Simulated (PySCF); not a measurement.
An unknown is described by computed data only.

Formula: C4H5FNO; charge +1.

| Quantity | Value |
| --- | --- |
| NMR, other nuclei | isotropic shieldings of nuclei other than C and H, by class: 81 (1 N), 41 (1 O), 247 (1 F) ppm [GIAO PBE0/pcSseg-1] |
| UV, first state | lowest singlet excitation: 6.32 eV (196 nm, f = 0.120) [TDDFT PBE0/def2-SVPD] |
| 1H NMR | chemical shifts (computed TMS as zero) by class: 8.30 (1 H), 7.82 (1 H), 4.31 (3 H) ppm [GIAO PBE0/pcSseg-1] |
| Polarisability | 50.0 au [PBE0/def2-SVPD] |
| Triplet | lowest triplet excitation (Tamm–Dancoff): 4.39 eV [TDA PBE0/def2-SVPD] |
| 13C NMR | chemical shifts (computed TMS as zero) by class: 163.3 (1 C), 146.4 (1 C), 131.1 (1 C), 33.7 (1 C) ppm [GIAO PBE0/pcSseg-1] |
| Rotational structure | rotational constants A, B, C: 3.987, 3.460, 1.874 GHz [GFN2-xTB] |

Gas-phase values; electronic properties from PySCF, density fitting. Levels stand in brackets. Isolated species at its GFN2-xTB geometry, gas phase. NMR classes are plain means over equivalent atoms (diastereotopic ones count apart unless rotation or inversion swaps them), as if these changed places fast.

Question: Propose a structure and show how it fits.

Answer: Numbering: `[CH3:1][n+:2]1[cH:3][cH:4][o:5][c:6]1[F:7]`. 4 carbons fall into 4 classes; from least to most shielded: aromatic C–F carbon [C6] (163.3 ppm), aromatic CH next to a ring oxygen [C4] (146.4 ppm), aromatic CH next to a ring nitrogen [C3] (131.1 ppm), N-methyl carbon [C1] (33.7 ppm). Hydrogen classes from least to most shielded: 1 H on an aromatic CH next to a ring oxygen, C4 (8.30 ppm), 1 H on an aromatic CH next to a ring nitrogen, C3 (7.82 ppm), 3 H on an N-methyl carbon, C1 (4.31 ppm). The other shieldings belong to: 81 ppm, three-coordinate ring nitrogen [N2]; 41 ppm, ring oxygen [O5]; 247 ppm, aryl fluorine [F7]. S1 is mainly HOMO→LUMO (weight 0.95); the largest Löwdin shares of the orbital it empties are 0.31 on the aromatic CH next to a ring oxygen, 0.26 on the aromatic CH next to a ring nitrogen, 0.13 on the aromatic C–F carbon and 0.10 on the three-coordinate ring nitrogen, of the orbital it fills 0.34 on the aromatic C–F carbon, 0.21 on the ring oxygen, 0.19 on the three-coordinate ring nitrogen and 0.11 on the aryl fluorine. The optimised geometry has point group Cs and is an asymmetric top. Structure: `C[n+]1ccoc1F`. The assignments are read from this structure; whether some other isomer fits the data as well wasn't checked.
